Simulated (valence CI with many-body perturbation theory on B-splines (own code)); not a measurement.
# From CI to CI+MBPT in Si

Computed by relativistic CI+MBPT: four valence electrons over a frozen Dirac-Fock core [Ne], a basis of 11 s, 11 p, 9 d, 7 f, 5 g, 2 h, 1 i functions for each j, with the one-electron correlation potential Σ1, the two-electron term Σ2, the three-electron term Σ3, Breit, model QED; selected CI, second order for the rest, scaled by the run's own slope (own B-spline code, finite nucleus).

Set against measurement, 48 paired levels are off by 36 cm⁻¹ on average, the worst by 119. These come from a selection out of the NIST Handbook of Basic Atomic Spectroscopic Data. Levels without a partner in it may be off by more. Among the levels kept, up to 810 cm⁻¹ of a level comes from second order outside the variational space, and about a tenth of that is noise between levels of different J, which matters for small intervals.

Each rung adds one term. CI alone is the Dirac-Coulomb CI over the frozen core; QED comes last and gives the full result, which names the levels. Energies are above 3s2 3p2 3P_0 on the same rung, in cm⁻¹.

Names give the largest LS component (configuration and term), which can be under half, so a name can repeat, a term be missing and a line seem to break the LS rules; names also repeat where a configuration has a term twice.

| Level | CI alone | + Σ1 | + Σ2 | + Σ3 | + Breit | Full |
| --- | --- | --- | --- | --- | --- | --- |
| 3s2 3p2 3P_1 | 84.9 | 92.0 | 92.6 | 92.8 | 87.6 | 87.6 |
| 3s2 3p2 3P_2 | 242 | 257 | 255 | 255 | 240 | 241 |
| 3s2 3p2 1D_2 | 6381 | 6458 | 6374 | 6360 | 6349 | 6349 |
| 3s2 3p2 1S_0 | 15492 | 15650 | 15518 | 15490 | 15481 | 15481 |
| 3s 3p3 5S°_2 | 32242 | 32769 | 33210 | 33236 | 33225 | 33207 |
| 3s2 3p 4s 3P°_0 | 39694 | 40252 | 39759 | 39713 | 39710 | 39717 |
| 3s2 3p 4s 3P°_1 | 39780 | 40344 | 39847 | 39802 | 39794 | 39800 |
| 3s2 3p 4s 3P°_2 | 39974 | 40547 | 40053 | 40007 | 39989 | 39996 |
| 3s2 3p 4s 1P°_1 | 41044 | 41615 | 41090 | 41044 | 41029 | 41036 |
| 3s 3p3 3D°_1 | 44642 | 45305 | 45282 | 45262 | 45248 | 45240 |
| 3s 3p3 3D°_2 | 44655 | 45321 | 45300 | 45280 | 45265 | 45257 |
| 3s 3p3 3D°_3 | 44685 | 45353 | 45332 | 45313 | 45294 | 45287 |
| 3s2 3p 4p 1P_1 | 47249 | 47857 | 47364 | 47318 | 47307 | 47312 |
| 3s2 3p 3d 1D°_2 | 47118 | 47823 | 47436 | 47394 | 47378 | 47380 |
| 3s2 3p 4p 3D_1 | 47993 | 48598 | 48100 | 48054 | 48047 | 48052 |
| 3s2 3p 4p 3D_2 | 48080 | 48689 | 48192 | 48147 | 48137 | 48142 |
| 3s2 3p 4p 3D_3 | 48239 | 48857 | 48359 | 48314 | 48294 | 48299 |
| 3s2 3p 4p 3P_0 | 48963 | 49569 | 49091 | 49045 | 49038 | 49043 |
| 3s2 3p 4p 3P_1 | 49010 | 49620 | 49135 | 49089 | 49079 | 49084 |

**Question.** How does the ionisation energy move along the ladder, and which term matters most?

**Answer.** CI alone 8.1417, + Σ1 8.2242, + Σ2 8.1590, + Σ3 8.1533, + Breit 8.1529, + QED 8.1536 eV. The largest step is Σ1, 0.0826 eV. NIST lists 8.15168 eV (measured).
